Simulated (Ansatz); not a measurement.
[BBrH3]- (BH3Br⁻), relaxed as a singlet with RKS PBE-D4/def2-TZVPD in Ansatz, starting from the GFN2-xTB geometry. Force threshold 0.02 eV/Å.

Start:

```xyz
5

B     0.164    0.065   -0.055
Br   -1.640   -0.645    0.539
H     0.859    0.168    0.932
H    -0.019    1.142   -0.577
H     0.635   -0.729   -0.839
```

| step | energy (eV) | largest force component (eV/Å) | SCF passes |
| --- | --- | --- | --- |
| 1 | -70761.9887 | 1.097 | 15 |
| 2 | -70762.0415 | 0.560 | 20 |
| 3 | -70762.0594 | 0.100 | 19 |
| 4 | -70762.0603 | 0.008 | 22 |

Force components are those of the run's own axes.

End:

```tsv
atom	x (Å)	y (Å)	z (Å)
B1	0.212	0.083	-0.070
Br2	-1.709	-0.674	0.561
H3	0.875	0.171	0.954
H4	-0.022	1.166	-0.588
H5	0.644	-0.747	-0.857
```

By distances, no bond broke or formed. The bond that changes most is B1–Br2, from 2.03 to 2.16 Å (atoms count from 1).

No frequencies were taken in this run, so the end may be a saddle point.

Run time 2 s (4 threads of Arm Neoverse V1 on a shared host).
